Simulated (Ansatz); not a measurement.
Program: Ansatz. Geometries: PBE0-D4/def2-TZVP. ΔE: electronic, gas phase. CCSD(T)/CBS adds triple-zeta CCSD(T) − MP2 to the extrapolated MP2 energy (def2 sets, frozen cores). This one scheme is used for every species, atoms too. Functionals use def2-TZVPP. B3LYP here is the variant with VWN-RPA as its local correlation; programs differ in this. Open shells (•) are unrestricted, without spin–orbit coupling. Spin–orbit coupling would lower the free atoms: a little for C, O, Si; strongly for Te. def2 core potentials past Kr. Bonds to Te are less sure, by a few kJ/mol each and by 10 to 20 or more in all where they break to atoms, as the def2 sets lack core-valence functions. One conformer a species, not always the lowest.

Consider the atomization: `OC([SiH3])[TeH]` → C• + 6 H• + O• + Si• + Te•.

`OC([SiH3])[TeH]`:

Z-matrix (Å, degrees):
```
C
Si 1 1.890
Te 1 2.191 2 107.0
O 1 1.397 2 109.7 3 123.6
H 1 1.096 2 110.4 3 -111.3
H 2 1.484 1 108.1 3 69.0
H 2 1.486 1 109.2 3 -50.6
H 2 1.487 1 110.2 3 -170.8
H 3 1.659 1 93.7 2 -131.3
H 4 0.963 1 109.4 2 -175.4
```

```tsv
level	ΔE (kJ/mol)	difference from CCSD(T)/CBS
PBE-D4	3146.8	19.2
r2SCAN-D4	3102.2	-25.4
PBE0-D4	3085.5	-42.1
B3LYP-D4	3102.1	-25.5
ωB97X-V	3117.1	-10.5
ωB97M-V	3100.3	-27.3
B2PLYP	3056.4	-71.2
PBE	3122.6	-5.0
r2SCAN	3096.6	-31.0
PBE0	3065.0	-62.6
B3LYP	3062.5	-65.1
HF/def2-TZVPP	2154.9	-972.7
MP2/def2-TZVPP	3048.1	-79.5
SCS-MP2/def2-TZVPP	3048.3	-79.3
CCSD/def2-TZVPP	2973.6	-154.0
CCSD(T)/def2-TZVPP	3025.7	-101.9
HF/def2-QZVPP	2160.3	-967.3
MP2/def2-QZVPP	3108.4	-19.2
SCS-MP2/def2-QZVPP	3114.7	-12.9
HF/CBS(def2)	2161.2	-966.4
MP2/CBS(def2)	3150.0	22.4
CCSD/CBS(def2)	3075.6	-52.0
CCSD(T)/CBS	3127.6	0
```

Largest T1 diagnostic among the species: 0.012.

The D4 term adds +39.6 kJ/mol with B3LYP and +20.6 kJ/mol with PBE0; it sums over pairs of atoms, weighted by their polarisabilities, and B3LYP, whose exchange is more repulsive, gets the larger term. From PBE to PBE0 (25 % exact exchange), in def2-TZVPP and without D4, ΔE moves by −57.6 kJ/mol: exact exchange takes away binding that semilocal exchange gives to molecules. In def2-TZVPP, CCSD(T) changes the Hartree–Fock value by +870.8 kJ/mol (the triples alone add +52.1 kJ/mol) and MP2 by +893.1 kJ/mol; breaking electron pairs costs correlation energy, which Hartree–Fock lacks.

For atomizations the MP2-based limit and the directly extrapolated one differ by several kJ/mol either way, and by 10 to 25 for some Ge, Se and Sn compounds, so smaller differences from it don't rank the levels.
